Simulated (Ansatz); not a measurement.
Start from `N[SiH2]I` and change one atom or group to get `N[SiH2][TeH]`.

Ansatz, PBE0-D4/def2-TZVP geometries, multiplicity 1. Each molecule was computed in one conformer, which needn't be the lowest.

Elements past krypton have def2 core potentials.

```
                                        property  `N[SiH2]I`
  size of the dipole moment (PBE/def2-TZVPP) / D        2.15
              LUMO energy (PBE0/def2-TZVPP) / eV       -0.09
           HOMO energy (ωB97M-V/def2-TZVPP) / eV       -9.56
size of the dipole moment (B3LYP/def2-TZVPP) / D        2.11
             HOMO energy (B3LYP/def2-TZVPP) / eV       -7.17
               LUMO energy (PBE/def2-TZVPP) / eV       -0.93
```

Q: Give the same properties after the change, and the shifts. (An estimate is asked.)

A: The calculation gave: 
| property | `N[SiH2][TeH]` | shift |
| --- | --- | --- |
| size of the dipole moment (PBE/def2-TZVPP) / D | 1.74 | -0.41 |
| LUMO energy (PBE0/def2-TZVPP) / eV | -0.40 | -0.31 |
| HOMO energy (ωB97M-V/def2-TZVPP) / eV | -8.43 | 1.13 |
| size of the dipole moment (B3LYP/def2-TZVPP) / D | 1.68 | -0.43 |
| HOMO energy (B3LYP/def2-TZVPP) / eV | -6.13 | 1.04 |
| LUMO energy (PBE/def2-TZVPP) / eV | -1.20 | -0.27 |

With PBE0 the HOMO rises by 1.08 eV and the LUMO falls by 0.31 eV, so the gap narrows by about 1.39 eV. PBE moves the HOMO by 0.93 eV and ωB97M-V by 1.13 eV. The zero-point energy changes by 15.8 kJ/mol with +3 modes. Dipoles are sizes alone; their direction can turn.

B3LYP here is the variant with VWN-RPA as its local correlation; programs differ in this.

Spin–orbit coupling is left out; it splits and shifts lone-pair levels of the heavy atoms by tenths of an eV.
